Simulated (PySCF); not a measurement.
Gas-phase reaction: 2 GaH + HCl = GaH3 + GaCl

Energies from PySCF (xtb for GFN2), thermal terms from the rigid-rotor harmonic-oscillator model, ideal gas at 1 bar. † marks an energy on the PBE0/def2-TZVP geometry and frequencies; other levels use their own. CCSD(T) freezes the core. 6-31G* has spherical d functions here. All species are closed-shell singlets. B3LYP is the form with VWN-RPA correlation. Ga: all electrons, no relativistic terms. GaH, GaH3: computed as isolated molecules; such fragments, hydroxides, amides, oligomers or adducts are transient or little studied in the gas. CCSD(T) isn't extrapolated to the basis-set limit.

```json
[
 {"level": "B3LYP/def2-TZVP†", "ΔH°(298 K), kJ": "…"},
 {"level": "CCSD(T)/def2-SVP†", "ΔH°(298 K), kJ": "-260"},
 {"level": "CCSD(T)/def2-TZVPP†", "ΔH°(298 K), kJ": "-267"},
 {"level": "GFN2-xTB", "ΔH°(298 K), kJ": "-242"},
 {"level": "HF/6-31G*", "ΔH°(298 K), kJ": "…"},
 {"level": "HF/def2-TZVP†", "ΔH°(298 K), kJ": "-255"},
 {"level": "PBE/def2-SVP", "ΔH°(298 K), kJ": "…"},
 {"level": "PBE0/def2-TZVP", "ΔH°(298 K), kJ": "-273"},
 {"level": "LDA/def2-TZVP†", "ΔH°(298 K), kJ": "-301"},
 {"level": "ωB97M-V/def2-TZVP†", "ΔH°(298 K), kJ": "…"}
]
```

Task: What belongs in the gaps?

Result: 
- B3LYP/def2-TZVP†, ΔH°(298 K), kJ: -252
- HF/6-31G*, ΔH°(298 K), kJ: -267
- PBE/def2-SVP, ΔH°(298 K), kJ: -275
- ωB97M-V/def2-TZVP†, ΔH°(298 K), kJ: -267
